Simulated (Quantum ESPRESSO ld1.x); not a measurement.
Q: All-electron atom: Fe4+ in [Ar] 3d3 4d1 (not the ground configuration). All-electron calculation, non-relativistic Kohn-Sham, PBE, spin-unpolarised, spherical densities, point nucleus. Program: ld1.x of Quantum ESPRESSO 7.5. Some entries of the table are withheld. Estimate them.

orbital  occ.  eigenvalue (hartree)  <1/r> (bohr^-1)  r(max) (bohr)
1s          2              -257.551            25.51        0.03896
2s          2              -32.4603            5.465         0.2252
2p          6              -28.3945            5.416         0.1811
3s          2                   (1)            1.780         0.6987
3p          6              -4.75746            1.675         0.7017
3d          3              -2.76250            1.440         0.6588
4s          0              -1.77137           0.6631          1.847
4p          0              -1.46217           0.5968          2.030
4d          1              -1.00784           0.4811          2.531
4f          0              -0.67125              (2)          3.013
5d          0              -0.53955              (3)          5.228

A: 
(1) 3s eigenvalue (hartree): -5.97206
(2) 4f <1/r> (bohr^-1): 0.3361
(3) 5d <1/r> (bohr^-1): 0.2722
